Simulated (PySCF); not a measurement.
Si(F)(Cl)(OMe)(NH2) (CH₅ClFNOSi), SMILES [Si](Cl)(OC)(F)N. Atoms are numbered in the order given.

```xyz
11

C     -1.9696    -0.4116    -1.3330
O     -1.1972     0.6018    -0.7072
Si     0.2937     0.3223    -0.0536
N      1.3936    -0.2655    -1.2269
F      0.6948     1.7525     0.6098
Cl     0.2378    -1.0720     1.4713
H     -1.3830    -0.9651    -2.0997
H     -2.3500    -1.1466    -0.5895
H     -2.8379     0.0678    -1.8275
H      2.2135    -0.7983    -0.9299
H      1.5886     0.2952    -2.0599
```

Geometry optimised at PBE-D3(BJ)/def2-SVP. This is a generated structure with no PubChem entry under its InChIKey; it may be hypothetical. Other conformers were not sampled.

Level of theory: PBE-D3(BJ)/def2-SVP (PySCF).

Frequencies are harmonic and unscaled.

Give all harmonic wavenumbers and intensities. (Estimate from the structure and the level; the computed values follow.)


```
mode  ν (cm⁻¹)  IR (km/mol)         moving atoms (share of kinetic energy)
----  --------  -----------  ---------------------------------------------
1           66          2.3         C 32 %, H 29 %, Cl 17 %, N 10 %, O 9 %
2          101          0.1                                         H 93 %
3          140          2.1        C 33 %, H 22 %, N 14 %, F 12 %, Cl 11 %
4          156          6.8         H 43 %, F 22 %, O 15 %, Cl 10 %, N 8 %
5          217          3.1        N 27 %, O 20 %, H 20 %, Cl 13 %, F 11 %
6          269          1.4                F 36 %, H 31 %, Cl 17 %, Si 9 %
7          300         35.8                F 28 %, H 26 %, Si 15 %, N 12 %
8          313         32.0        O 30 %, H 25 %, Cl 20 %, N 10 %, Si 9 %
9          377         15.5         H 37 %, O 24 %, F 13 %, Si 12 %, C 8 %
10         384        146.8                          H 43 %, N 35 %, O 8 %
11         521         69.1                        Cl 38 %, Si 33 %, N 9 %
12         727         30.9  H 30 %, O 24 %, N 15 %, Si 13 %, C 9 %, F 8 %
13         830        171.9                        H 49 %, Si 25 %, N 19 %
14         879        124.2          Si 44 %, F 17 %, N 13 %, H 9 %, O 9 %
15         937        154.7                        Si 49 %, F 26 %, N 19 %
16        1121        171.3                         O 34 %, H 32 %, C 31 %
17        1138          2.4                                 H 76 %, C 19 %
18        1172        123.0                         H 45 %, O 29 %, C 24 %
19        1417          3.4                                         H 95 %
20        1422          1.2                                         H 90 %
21        1428          8.4                                         H 96 %
22        1478         61.7                                 H 89 %, N 11 %
23        2935         56.7                                         H 97 %
24        3013         27.6                                 H 90 %, C 10 %
25        3055         22.8                                 H 90 %, C 10 %
26        3500         36.9                                         H 96 %
27        3601         39.5                                  H 91 %, N 9 %
```
